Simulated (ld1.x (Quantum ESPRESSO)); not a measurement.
## osmium (Os): one change to an RRKJ potential, before and after

```json
{
  "Element": "Os",
  "Generator": "ld1.x (Quantum ESPRESSO) 7.5",
  "Type": "norm-conserving RRKJ (Kleinman–Bylander form)",
  "Functional": "PBE",
  "Relativity": "fully relativistic",
  "Frozen core": "[Xe] 4f14",
  "Valence charge": "8",
  "Reference configuration": "5d7 6s1 6p0",
  "Partial waves": "6s (bound): rc 2.50 bohr; 5d (bound): rc 2.30 bohr; 6p (bound, empty): rc 3.65 bohr",
  "Local potential": "the p channel",
  "Core correction": "none",
  "rho0": "0.001"
}
```

Open shells are filled in proportion to 2j + 1 (rel_dist='average').

Change: core correction a·sin(br)/r model core inside 0.96 bohr.

Cutoffs: the cutoffs (Ry, on a coarse ladder) from which the occupation-weighted sum of valence levels, in a spherical-Bessel basis at the reference potential, stays within 10 and 1 mRy of its value at 400 Ry; they do not see the model core or the augmentation charge, which bear on the density cutoff. Errors are all-electron minus pseudo energies relative to the spin-unpolarised reference configuration.

Problem. Predict the effect on cutoff, ghosts and configuration errors.

Solution. The potential gets neither clearly harder nor softer (30 Ry and 35 Ry → 30 Ry and 35 Ry); of the 7 tests that both files solve, the error grows in 7 and shrinks in 0 by more than 15 % and 0.3 meV (median size 54.3 → 74.5 meV); neither file shows a bound ghost. A model core, the more so a compact one, raises the density cutoff, which this test does not measure.

```csv
quantity,base,changed
"cutoff, loose",30 Ry,30 Ry
"cutoff, tight",35 Ry,35 Ry
bound ghosts,none,none
"error for 5d6 6s2 6p0, meV [ΔE -0.31 eV]",-48,-74
"error for 5d6 6s1 6p0, meV [ΔE 9.28 eV]",-54,-70
"error for 5d6 6s0 6p0, meV [ΔE 26.19 eV]",-75,-143
"error for 5d5 6s2 6p0, meV [ΔE 10.78 eV]",-184,-280
"error for 5d6.5 6s1.5 6p0, meV [ΔE -0.26 eV]",-12,-18
"error for 5d7 6s0 6p0, meV [ΔE 8.73 eV]",+5.2,-17
"error for 5d5 6s0 6p0, meV [ΔE 55.03 eV]",-352,-576
s: phases at 3.96 bohr within 0.05 rad from the reference energy up to (Ry; the scan ends near 5),0.7,0.7
p1/2: phases at 3.96 bohr within 0.05 rad from the reference energy up to (Ry; the scan ends near 5),n/a,n/a
p3/2: phases at 3.96 bohr within 0.05 rad from the reference energy up to (Ry; the scan ends near 5),n/a,n/a
d3/2: phases at 3.96 bohr within 0.05 rad from the reference energy up to (Ry; the scan ends near 5),0.4,0.4
d5/2: phases at 3.96 bohr within 0.05 rad from the reference energy up to (Ry; the scan ends near 5),0.4,0.4
```
